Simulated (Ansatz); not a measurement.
Stepwise reaction of `[OH][Ga]([Br])[Br]` with methanol, as a gas-phase model of exchange steps in deposition or etching. ΔE in kJ/mol.

Program: Ansatz. Geometries: PBE0-D4/def2-TZVP. ΔE: electronic, gas phase. CBS: MP2 limit from def2 TZ/QZ plus the TZ coupled-cluster correction, frozen cores. This one scheme is used for every species. Functionals use def2-TZVPP. B3LYP here is the variant with VWN-RPA as its local correlation; programs differ in this. For Br, Ga outer-core shells are correlated without core-valence functions, which leaves a few kJ/mol of doubt a bond. Scalar relativity is left out up to krypton. One conformer a species, not always the lowest.

```tsv
step	reaction	PBE-D4	B3LYP-D4	ωB97M-V	CCSD(T)/CBS
2	`C[O][Ga]([OH])[Br]` + CH₃OH → `C[O][Ga]([OH])[O]C` + HBr	80.0	77.1	79.9	77.1
```

Problem. Give the row of step 1, `[OH][Ga]([Br])[Br]` + CH₃OH → `C[O][Ga]([OH])[Br]` + HBr. (Best estimate.)

Solution. Computed: 
```tsv
step	reaction	PBE-D4	B3LYP-D4	ωB97M-V	CCSD(T)/CBS
1	`[OH][Ga]([Br])[Br]` + CH₃OH → `C[O][Ga]([OH])[Br]` + HBr	71.8	70.3	72.4	69.4
```

Problem. By hand: ΔE of the 2 steps together at CCSD(T)/CBS.

Solution. (69.4) + (77.1) = 146.5 kJ/mol, or 73.2 kJ/mol a step.

In ΔE each step is higher than the one before. All are uphill at CCSD(T)/CBS. PBE-D4 differs from CCSD(T)/CBS by 2.4 to 2.9 kJ/mol a step. Isolated molecules leave out the surface, adducts and barriers. Largest T1 diagnostic: 0.014.
